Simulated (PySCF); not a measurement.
# Induced dipoles and field energies

Titanium dioxide, TiO₂ (singlet state).
Atom-mapped SMILES: `[O:1]=[Ti:2]=[O:3]`

Structure used (PBE0-D3(BJ)/def2-SVP), in Å, numbered top down from 1:
```xyz
3
TiO2 angstrom
O     -1.338   -0.211    0.003
Ti     0.006    0.685   -0.005
O      1.316   -0.261   -0.018
```

Level: CAM-B3LYP/def2-SVPD (PySCF); nuclei fixed, core orbitals frozen in the response. Permanent dipole (0.128, 6.916, 0.018) D (1 au = 2.5417 D). Static polarisability (au):

```
x   48.26 -0.42 -0.22
y   -0.42 25.36  0.01
z   -0.22  0.01 21.24
```

Only the terms in μ and α are kept: μ(F) = μ + αF and ΔE = −μ·F − ½ F·αF.

Task: A field of 0.002 au (0.103 V/Å) is applied along each axis in both senses. Find the induced dipole, the size of the total dipole and the two energy terms.

Result: 
```csv
field along,induced x (D),induced y (D),induced z (D),total size (D),−μ·F (kJ/mol),−½F·αF (kJ/mol)
+x,0.245,-0.002,-0.001,6.924,-0.264,-0.253
−x,-0.245,0.002,0.001,6.919,+0.264,-0.253
+y,-0.002,0.129,0.000,7.046,-14.288,-0.133
−y,0.002,-0.129,0.000,6.788,+14.288,-0.133
+z,-0.001,0.000,0.108,6.918,-0.037,-0.112
−z,0.001,0.000,-0.108,6.918,+0.037,-0.112
```

Task: For the field (0.0006, -0.0010, -0.0018) au, what is the induced dipole, and what angle does it make with the field?

Result: αF = (0.076, -0.065, -0.098) D, at 17.1° to the field. The polarisability along this direction, F·αF/F², is 24.47 au, against a mean of 31.62 au.

Task: At what field along the permanent dipole would the induced dipole along it equal the permanent one, in this linear picture?

Result: The polarisability along the dipole is 25.35 au, so F = 2.7214 au / 25.35 au = 0.1073 au = 5.52 V/Å; higher-order terms are ignored.

Task: What field makes μF equal to kT at 200 K?

Result: kT = 0.6334 × 10⁻³ Eh, so F = 0.000233 au = 1.2 MV/cm.

Task: Induction energy −ᾱe²/2R⁴ of a unit charge at 8 Å, the molecule taken as a point?

Result: R = 15.12 bohr, so the energy is −31.6/(2 × 15.12⁴) Eh = -0.795 kJ/mol. The charge–dipole term at its most favourable orientation, −μe/R², is -31.3 kJ/mol.

Geometry: PBE0-D3(BJ)/def2-SVP; no solvent, vibrations or thermal averaging.
